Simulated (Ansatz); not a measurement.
`[CH3][Ga-]([CH3])([OH])[PH3+]`, charge 0, multiplicity 1.

Problem. Give a relaxed structure at PBE0-D4/def2-TZVP (the Gaussian-basis code of Ansatz). (Estimate.)

Solution. Ansatz gave: 
```xyz
15

C     1.885   -0.577    0.852
Ga    0.449   -0.153   -0.425
C     0.225    1.507   -1.475
O    -0.361   -1.659   -1.091
P    -1.662   -0.147    1.206
H     1.996    0.200    1.612
H     2.841   -0.666    0.329
H     1.688   -1.529    1.349
H    -0.762    1.562   -1.940
H     0.972    1.552   -2.272
H     0.358    2.393   -0.849
H    -0.851   -1.498   -1.899
H    -2.124    0.609    2.312
H    -2.879   -0.174    0.493
H    -1.774   -1.421    1.798
```
This is one stationary point; other conformers may exist.
